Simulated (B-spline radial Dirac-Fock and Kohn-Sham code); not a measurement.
## Core-level shifts of hafnium with charge state

Calculated with an atomic code on a B-spline grid, using multi-electron Dirac-Fock with separately optimised hole states, Breit and Lamb-shift corrections added in first order. Each ion is free and in its tabulated ground configuration. The model has no electron correlation.

Reference: Hf⁶⁵⁺, [He] 2s2 2p3, with K (1s) 72214.6 eV. Shifts from it, in eV (a dash: the subshell is empty, belongs to an open shell averaged over j, or its hole state is left out as unreliable):

| ion | configuration | K (1s) |
| --- | --- | --- |
| Hf⁶⁶⁺ | [He] 2s2 2p2 | +480.8 |
| Hf⁶⁷⁺ | [He] 2s2 2p1 | ? |
| Hf⁶⁸⁺ | [He] 2s2 | +1457.9 |
| Hf⁷⁰⁺ | 1s2 | +2346.9 |
| Hf⁷¹⁺ | 1s1 | +3862.9 |

Question: Give the missing shifts for Hf⁶⁷⁺.

Answer: K (1s) +966.8 (eV).
